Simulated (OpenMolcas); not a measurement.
## What dynamic correlation does to the levels of Cd

| Quantity | Value |
| --- | --- |
| Program | OpenMolcas |
| Basis | ANO-RCC-VQZP [8s7p5d3f2g1h] |
| Scalar Hamiltonian | DKH2, point nucleus |
| Active space | 2 electrons in 9 orbitals (RAS2 5s 5p; RAS3 5d, at most 2 electrons) |
| State averaging | 2S+1 = 3 even, 3 roots; 2S+1 = 1 even, 6 roots; 2S+1 = 3 odd, 3 roots; 2S+1 = 1 odd, 3 roots |
| Spin-orbit coupling | RASSI with atomic mean-field integrals over the reference wave functions, term energies averaged over their components |

Methods on the same reference wave functions:
A. RASSCF
B. SS-RASPT2, IPEA 0.25 Eh, imaginary shift 0.1 Eh (closed shells correlated: 4d)

Energies in cm-1 above 5s2 1S0, the measured ground level; measured values from NIST Handbook of Basic Atomic Spectroscopic Data.

| Level | A | B | Measured |
| --- | --- | --- | --- |
| 5s2 1S0 | 0.0 | 0.0 | 0.0 |
| 5s 5p 3P* 0 | 23842 | 28290 | 30114 |
| 5s 5p 3P* 1 | 24301 | 28750 | 30656 |
| 5s 5p 3P* 2 | 25257 | 29710 | 31827 |
| 5s 5p 1P* 1 | 41274 | 42350 | 43692 |

Deviations, from unrounded energies. A percentage is the sum of absolute deviations over the sum of measured energies, with the sign that they share, or ± where signs differ.

| Against measurement | Levels | A | B |
| --- | --- | --- | --- |
| mean absolute deviation (cm-1) | 4 | 5400 | 1800 |
| other configurations (%) | 4 | -15.9 | -5.3 |

B lies closest to measurement on these levels. The largest miss of B in the table is 5s 5p 3P* 2, by -2100 cm-1. The ranking rests on the paired levels alone, and a cruder setting can come out closer through cancelling errors.

The lowest spin-free term lies below A's lowest term by 0.373 hartree in B.

Active for correlation alone: 5d; no level in the range computed is led by a configuration that fills it, so any true level of that kind is missing. Without dynamic correlation excited terms often stand tens of per cent too high (terms of higher spin than the ground term too low), and those without a measured partner can miss by more than the paired ones (holds for A). Computed and measured levels are paired by configuration, term and J; levels that our copy of the source lacks, or whose pairing is in doubt (as where it misses far off the trend of its configuration), stay unpaired and out of the deviations. Levels of configurations outside the active space are missing. The table leaves out levels that lie high or whose names do not pair safely across all columns.

* marks odd parity.
